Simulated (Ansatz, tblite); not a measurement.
Spin states of Si₄Ge⁻, each relaxed with B3LYP-D4/def2-SVPD in Ansatz. Electronic energies in the gas phase.

The xTB rows come from tblite. B3LYP takes the VWN-RPA correlation. Correlated methods freeze 29 core orbitals; core or outer-core shells of Ge are correlated, in sets that lack core-valence functions. The rows differ in basis, and correlated rows in double-zeta sets carry the largest basis error. The structure comes from a short search, and lower isomers may exist.

Doublet geometry (C3v within 0.1 Å):

Cartesian coordinates in Å:
```
Si -0.512 -1.506 0.313
Si 0.453 0.971 1.217
Si 0.126 0.511 -1.533
Si 1.617 -0.596 -0.093
Ge -1.683 0.620 0.097
```

Quartet geometry (Cs within 0.1 Å):

| atom | x (Å) | y (Å) | z (Å) |
| --- | --- | --- | --- |
| Si1 | -1.517 | -0.726 | -0.514 |
| Si2 | 1.705 | 0.422 | 0.074 |
| Si3 | -0.488 | 0.908 | 0.903 |
| Si4 | -0.038 | 0.892 | -1.534 |
| Ge5 | 0.337 | -1.496 | 1.071 |

⟨S²⟩: doublet 0.76 at PBE0-D4/def2-TZVPD (pure 0.75), quartet 3.78 at PBE0-D4/def2-TZVPD (pure 3.75).

Run but left out: MP2/def2-TZVPD (quartet: ⟨S²⟩ 3.90, where a pure state has 3.75).

Only these spin states were relaxed. The quartet has other bonds than the doublet, so the gap mixes isomer and spin.

(1) Estimate which spin state lies lowest at each of these levels, and by how much: GFN2-xTB; HF/STO-3G; HF/def2-SVPD; HF/def2-TZVPD; PBE-D4/def2-TZVPD; r2SCAN-D4/def2-TZVPD; B3LYP-D4/def2-TZVPD; PBE0-D4/def2-TZVPD; r2SCAN0-D4/def2-TZVPD; MP2/def2-SVPD; CCSD/def2-SVPD; CCSD(T)/def2-SVPD.

Results:

(1) 
| level | quartet − doublet (kJ/mol) | lowest of these | remarks |
| --- | --- | --- | --- |
| GFN2-xTB | 111.9 | doublet | – |
| HF/STO-3G | 60.4 | doublet | HOMO above zero (doublet), HOMO above zero (quartet) |
| HF/def2-SVPD | 33.8 | doublet | spin-contaminated (⟨S²⟩ 3.89) (quartet) |
| HF/def2-TZVPD | 31.9 | doublet | spin-contaminated (⟨S²⟩ 3.90) (quartet) |
| PBE-D4/def2-TZVPD | 110.7 | doublet | – |
| r2SCAN-D4/def2-TZVPD | 101.1 | doublet | – |
| B3LYP-D4/def2-TZVPD | 105.9 | doublet | – |
| PBE0-D4/def2-TZVPD | 103.1 | doublet | – |
| r2SCAN0-D4/def2-TZVPD | 95.5 | doublet | – |
| MP2/def2-SVPD | 155.1 | doublet | spin-contaminated (⟨S²⟩ 3.89) (quartet) |
| CCSD/def2-SVPD | 101.9 | doublet | spin-contaminated (⟨S²⟩ 3.89) (quartet) |
| CCSD(T)/def2-SVPD | 116.5 | doublet | spin-contaminated (⟨S²⟩ 3.89) (quartet) |

Change of the quartet − doublet gap on mixing in exact exchange, in kJ/mol: PBE to PBE0 (25 % exact exchange) -7.5; r2SCAN to r2SCAN0 (25 % exact exchange) -5.5. The xTB methods have no spin-polarisation term.
